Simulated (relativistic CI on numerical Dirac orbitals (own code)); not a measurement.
Hyperfine structure of Xe XLV, mass number 129

Method of calculation: Dirac-Coulomb-Breit CI, orbitals from a KLI potential per configuration, a model potential for QED, unscaled Slater integrals (own radial code, finite nucleus).

CI space (outside the closed core 1s2): 2s2 2p6, 2s2 2p5 3s, 2s2 2p5 3p, 2s2 2p5 3d, 2s 2p6 3s, 2s 2p6 3p, 2s 2p6 3d, 2s2 2p5 4s, 2s2 2p5 4p, 2s2 2p5 4d, 2s2 2p5 4f, 2s 2p6 4s, 2s 2p6 4p, 2s2 2p4 3s2, 2s 2p6 4d, 2s 2p6 4f. Levels of other configurations are missing.

Nuclear spin I = 1/2, μ = -0.77796 μN (tables of Stone and Pyykkö). The electronic factors are computed for point nuclear moments, without core polarisation or the Bohr-Weisskopf and QED corrections.

```tsv
Level	E (eV)	A (GHz)
2s2 2p5 3s 3P°_2	4208.67	-970
2s2 2p5 3s 1P°_1	4214.27	68.63
2s2 2p5 3p 3D_2	4303.82	-537
2s2 2p5 3p 3D_3	4389.23	-285.6
2s2 2p5 3p 1P_1	4389.27	-294.5
2s2 2p5 3p 3P_2	4397.58	-285
2s2 2p5 3d 3P°_1	4501.87	-207.2
2s2 2p5 3d 3F°_3	4505.54	-257
```

Levels with J = 0, under 50 % of one LS term, or S terms without an open s electron are left out. Small factors come from cancelling terms and can be off by tens of per cent or more.

At this charge energies of transitions that change n are usually good to better than 1 %, and those within a shell (Δn = 0) to a few per cent.

Question: Give the hyperfine levels of 2s2 2p5 3s 3P°_2 relative to its centre of gravity.

Answer: With K = F(F + 1) − I(I + 1) − J(J + 1), E = AK/2: F = 3/2: 1455, F = 5/2: -970 GHz.

LS names give the leading component of a level, which can be under half, so a name can repeat, a term be missing and a line seem to break the LS rules.
